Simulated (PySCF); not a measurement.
From computed data to an observable: chemical shift, span and skew from a shielding tensor

C₃H₃NO₃S, SMILES N#C/C=C/S(=O)(=O)O. Atoms are numbered in the order given.

```xyz
11

N      3.8010     1.0631    -0.6382
C      2.6544     0.9585    -0.5045
C      1.2433     0.8482    -0.3412
C      0.6391    -0.3061    -0.0423
S     -1.1192    -0.3488     0.0874
O     -1.5959    -1.4926    -0.6656
O     -1.6296     0.9867    -0.1077
O     -1.2855    -0.7109     1.6556
H      0.6402     1.7556    -0.4653
H      1.1474    -1.2639     0.0937
H     -1.6201    -1.6204     1.7108
```

Geometry optimised at PBE0-D3(BJ)/def2-SVP. One conformer was computed; it need not be the lowest.

GIAO shieldings from HF/pcSseg-1 (PySCF), non-relativistic, no solvent. The symmetric part of the tensor of C3 has the principal values -73.4, 89.4, 174.3 ppm. The same nucleus in TMS has σ = 192.6 ppm at this level (PySCF, at its B3LYP-D3(BJ)/def2-TZVP geometry).

Task: Work out the isotropic shielding, the ¹³C shift against TMS, the span and the skew.

Result: 
σ(iso) = (σ11 + σ22 + σ33)/3 = 63.4 ppm. δ = σ(ref) − σ(iso) = 192.6 − (63.4) = 129.2 ppm.
Span Ω = σ33 − σ11 = 247.7 ppm. Skew κ = 3(σ(iso) − σ22)/Ω = -0.31. Tumbling in solution averages the tensor to δ; in a static solid the shielding alone would spread this spin-1/2 line over Ω.
